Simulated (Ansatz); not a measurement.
`[OH][ZnH]`, charge 0, multiplicity 1.

(1) Give a relaxed structure at PBE0-D4/def2-TZVP (Ansatz 0.2.0). (An estimate is asked.)

Results:

(1) Ansatz gave: 
Cartesian coordinates in Å:
```
O -0.5452 0.6407 0.8102
Zn 0.5173 -0.1997 -0.3358
H -1.4770 0.4199 0.7995
H 1.5050 -0.8609 -1.2738
```
Point group Cs.
